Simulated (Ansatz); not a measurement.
`O[Si](S)(S)Cl`, charge 0, multiplicity 1.

Give a relaxed structure at PBE0-D4/def2-TZVP (the Gaussian-basis code of Ansatz). (Estimate.)

The calculation gave: 
Z-matrix (Å, degrees):
```
Si
S 1 2.111
S 1 2.121 2 114.1
O 1 1.628 2 102.2 3 124.2
Cl 1 2.051 2 113.2 3 -116.7
H 2 1.344 1 92.7 3 49.2
H 3 1.345 1 93.0 2 54.6
H 4 0.960 1 117.5 2 177.3
```
